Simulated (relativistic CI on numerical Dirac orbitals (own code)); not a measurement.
Computed by Dirac-Coulomb-Breit CI, KLI orbitals optimised for each configuration, model QED, unscaled Slater integrals (own radial code, finite nucleus).

The strongest absorption lines from the ground level of an ion, among the configurations computed and to levels below about 463 eV (vacuum wavelength in Å, gf): 56.962 (0.098), 59.356 (0.31), 59.526 (0.53), 60.601 (1.1), 62.230 (0.14), 62.358 (0.72), 80.323 (0.26), 80.325 (0.24).

Problem. Which ion is it?
A. Cs40+
B. In34+
C. Pd31+
D. Tc28+

Solution. B. In34+ has 15 electrons and the ground level 3s2 3p3 2P°_3/2; the strongest line goes to 3s2 3p2 3d 4P_3/2. The pattern of lines fixes the number of electrons, and along that sequence the line energies rise steadily with the charge (about as its square where n changes within one kind of shell, about linearly where n is kept but much faster in heavy ions where fine structure, which grows about as Z⁴, sets the gap, and irregularly where shells cross), which fixes Z. Configurations outside the model, such as inner-shell arrays, can give stronger lines. At this charge energies of transitions that change n are usually good to better than 1 %, and those within a shell (Δn = 0) to a few per cent.

LS names give the leading component of a level, which can be under half, so a name can repeat, a term be missing and a line seem to break the LS rules.
